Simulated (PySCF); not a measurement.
## TcCl₂: from structure and modes to constants

Method: UB3LYP/[Tc def2-SVP with ECP28, Cl def2-SVP], scalar-relativistic core potentials, density fitting, no spin–orbit coupling, PySCF.

The sextet minimum has D∞h symmetry. Masses (u): Tc 98.90722, Cl 34.96885.

```xyz
3
charge 0 multiplicity 6, angstrom
Tc    0.0000    0.0000    0.0000
Cl    2.3115    0.0000    0.0000
Cl   -2.3115    0.0000    0.0000
```

Harmonic wavenumbers (cm⁻¹): 51.5 (πu, ×2), 341.3 (σg+, ×1), 415.1 (σu+, ×1).

Find the vibrational entropy and heat capacity at 298.15 K.

With u = 1.43878 ω/T, each mode gives S = R[u/(eᵘ−1) − ln(1−e⁻ᵘ)] and C = R u² eᵘ/(eᵘ−1)².
| ω (cm⁻¹) | u | S (J/(mol K)) | C (J/(mol K)) |
| --- | --- | --- | --- |
| 51.5 (×2) | 0.248 | 19.91 | 8.27 |
| 341.3 | 1.647 | 5.05 | 6.66 |
| 415.1 | 2.003 | 3.80 | 6.01 |
The sums over all modes are S = 48.7 and C = 29.2 J/(mol K); the softest mode gives 41 % of the entropy (each member, where degenerate).

Give the standard entropy (298.15 K, 1 bar) by its translational, rotational, vibrational and spin parts, and Cp.

Sackur–Tetrode with M = 168.84 u gives 172.8; rotation with symmetry number 2 gives 72.7; vibration 48.7; spin R ln 6 = 14.9. The total is 309.1 J/(mol K), and Cp = 7/2 R + 29.2 = 58.3 J/(mol K).

Find the bond force constant k and the stretch–stretch coupling k′ of the valence force field.

For linear XMX, 4π²c²ω(σg)² = (k + k′)/mX and 4π²c²ω(σu)² = (k − k′)(1 + 2mX/mM)/mX. So k + k′ = 2.401 and k − k′ = 2.079 mdyn/Å, giving k = 2.240 and k′ = 0.161 mdyn/Å.

This need not be the most stable arrangement of these atoms. With open d or f shells other occupations or spin states may lie lower.
